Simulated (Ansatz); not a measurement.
Ansatz (a first-principles code) input (CCSD(T)/def2-TZVPPD):
A basis named .json is the Basis Set Exchange file of that set.

Ansatz 0.2 input:
```yaml
crystal:
  periodic: [false, false, false]
  atoms:
    - {symbol: Si, position_ang: [0.20432812, -0.90957854, -0.15040684]}
    - {symbol: Br, position_ang: [-0.11968456, 0.85142398, -1.68711623]}
    - {symbol: Br, position_ang: [0.03848214, 0.37852957, 1.86142651]}
    - {symbol: N, position_ang: [1.48411068, -1.88271506, -0.25532342]}
    - {symbol: N, position_ang: [-1.31847471, -1.71172792, -0.32369042]}
    - {symbol: H, position_ang: [2.38309566, -1.53040665, 0.04427659]}
    - {symbol: H, position_ang: [-1.42705464, -2.50438093, 0.29458862]}
    - {symbol: H, position_ang: [-2.13400143, -1.11838579, -0.28093216]}
basis:
  gaussian:
    orbitals: def2-TZVPPD.json
total_charge: -1
magnetization: {spin_polarized: false}
correlation: {method: ccsd_t, electrons: outside_noble_gas}
```

End of the output:

```
integrals: 2.36 GiB planned
1745 factors; integrals over basis functions are off by at most 9.0e-4 eV
2.21 GiB of device memory are held for the factors and their scratch space
mean field: 2.32 GiB planned
mean field evaluation 1: about -150873.4156 eV, gradient 4.2e1 eV
mean field evaluation 2: about -150873.5919 eV, gradient 4.3e1 eV
mean field evaluation 4: about -150877.5674 eV, gradient 4.1e0 eV
mean field evaluation 8: about -150877.6433 eV, gradient 3.7e-1 eV
mean field evaluation 16: about -150877.6450 eV, gradient 1.7e-6 eV
mean field -150877.64504377 eV, -5544.6511868175 hartree, gradient 1.7e-6 eV, S^2 0.000000; 0 other end points of the search recorded, 0 dependent functions left out
35 core orbitals not correlated
reference -150877.64504377 eV, -5544.6511868175 hartree; 16, 16 occupied and 236, 236 virtual orbitals, 1745 factors
second order -24.13013688 eV of doubles, -0.00000000 eV of singles
coupled cluster: 15.07 GiB planned
cycle   1  -24.42238077 eV  change   -2.9e-1 eV  update   1.1e-1
cycle   2  -24.94556223 eV  change   -5.2e-1 eV  update   3.4e-2
cycle   3  -25.08167601 eV  change   -1.4e-1 eV  update   1.8e-2
cycle   4  -25.07414994 eV  change    7.5e-3 eV  update   4.9e-3
cycle   5  -25.06965085 eV  change    4.5e-3 eV  update   2.6e-3
cycle   6  -25.07041127 eV  change   -7.6e-4 eV  update   8.9e-4
cycle   7  -25.07045273 eV  change   -4.1e-5 eV  update   4.0e-4
cycle   8  -25.07030428 eV  change    1.5e-4 eV  update   1.7e-4
cycle   9  -25.07031683 eV  change   -1.3e-5 eV  update   6.3e-5
cycle  10  -25.07037041 eV  change   -5.4e-5 eV  update   2.8e-5
cycle  11  -25.07032700 eV  change    4.3e-5 eV  update   1.3e-5
cycle  12  -25.07032884 eV  change   -1.8e-6 eV  update   4.7e-6
perturbative correction -1.15393737 eV, -0.0424064163 hartree
Total energy: -150903.86930998 eV, -5545.6149108254 hartree
```

It need not be the lowest isomer of its formula. Whether it binds its extra electron was not tested at this geometry.
